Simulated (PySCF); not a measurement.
# Working out the ionisation energy of Ti

Ti [Ar] 3d2 4s2 (3F) → Ti⁺ [Ar] 3d2 4s1 (4F). Computed with PySCF 2.14 in dyall-av2z (16s12p7d2f, 101 functions), with no relativity, point nucleus. Frozen: [Ar]; the 25 highest virtual orbitals dropped. Energies in hartree (1 hartree = 27.21139 eV):

| part | Ti (lower) | Ti⁺ (upper) |
| --- | --- | --- |
| UHF | -848.403227 | -848.200105 |
| CCSD correlation | -0.050720 | -0.012878 |
| (T) | -0.001573 | -0.000068 |

**Question.** What does Hartree-Fock give?

**Answer.** (-848.200105) − (-848.403227) = 0.203122 hartree = 5.527 eV.

**Question.** What do CCSD and CCSD(T) give?

**Answer.** The CCSD correlation energies differ by 0.037842 hartree = 1.030 eV and the triples by 0.001505 hartree = 0.041 eV, so CCSD gives 6.557 eV and CCSD(T) 6.598 eV.

Measured between the centres of the two terms (NIST): 6.828 eV, so CCSD(T) (valence) is off by -0.230 eV.

The calculation is non-relativistic.

A double-zeta basis recovers only part of the correlation energy.

What remains against the reference includes basis incompleteness, the frozen core and higher excitations.
